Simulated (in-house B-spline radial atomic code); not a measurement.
A fraction x of an electron is removed from 3p in Sc VI (Sc5+), starting from [Ne] 3s2 3p4 and keeping the highest spin. Level of theory: scalar-relativistic (X2C) TPSSh, spin-polarised, spherical fractional occupations, Fermi nucleus of rms radius 3.5459 fm; calculated with a B-spline radial code for spherical atoms.

Caution: exact exchange at fractional occupations of open shells leaves self-interaction of up to several eV.

```json
{"x": "0", "E(x) - E(0) (eV)": "0.0000", "3p down level (eV)": "-100.866"}
{"x": "0.03", "E(x) - E(0) (eV)": "3.0341", "3p down level (eV)": "-101.405"}
{"x": "0.19", "E(x) - E(0) (eV)": "19.4891", "3p down level (eV)": "-104.284"}
{"x": "0.28", "E(x) - E(0) (eV)": "28.9475", "3p down level (eV)": "-105.904"}
{"x": "0.41", "E(x) - E(0) (eV)": "42.8671", "3p down level (eV)": "-108.243"}
{"x": "0.5", "E(x) - E(0) (eV)": "52.6818", "3p down level (eV)": "-109.862"}
{"x": "0.58", "E(x) - E(0) (eV)": "61.5283", "3p down level (eV)": "-111.299"}
{"x": "0.73", "E(x) - E(0) (eV)": "78.4250", "3p down level (eV)": "-113.989"}
{"x": "0.84", "E(x) - E(0) (eV)": "91.0720", "3p down level (eV)": "-115.956"}
{"x": "0.98", "E(x) - E(0) (eV)": "107.4807", "3p down level (eV)": "-118.452"}
{"x": "1", "E(x) - E(0) (eV)": "109.8533", "3p down level (eV)": "-"}
```

The exact functional would give a straight line between the two integer points. Deviations E(x) - E(0) - x[E(1) - E(0)], in eV: -0.261 at x = 0.03, -1.383 at x = 0.19, -1.811 at x = 0.28, -2.173 at x = 0.41, -2.245 at x = 0.5, -2.187 at x = 0.58, -1.768 at x = 0.73, -1.205 at x = 0.84, -0.176 at x = 0.98.

The curve lies below the straight line by up to 2.245 eV (at x = 0.5): convex, the delocalisation error, to which spherically averaged exact exchange adds.

Problem. How well does Slater's transition state (minus the level at half occupation) give the ionisation energy?

Solution. It gives 109.862 eV against 109.853 eV from the two total energies; NIST lists 110.68 eV, ground level to ground level. The end point has an open shell averaged over its orbitals, so its exact exchange keeps a self-interaction and this is no true integer point.
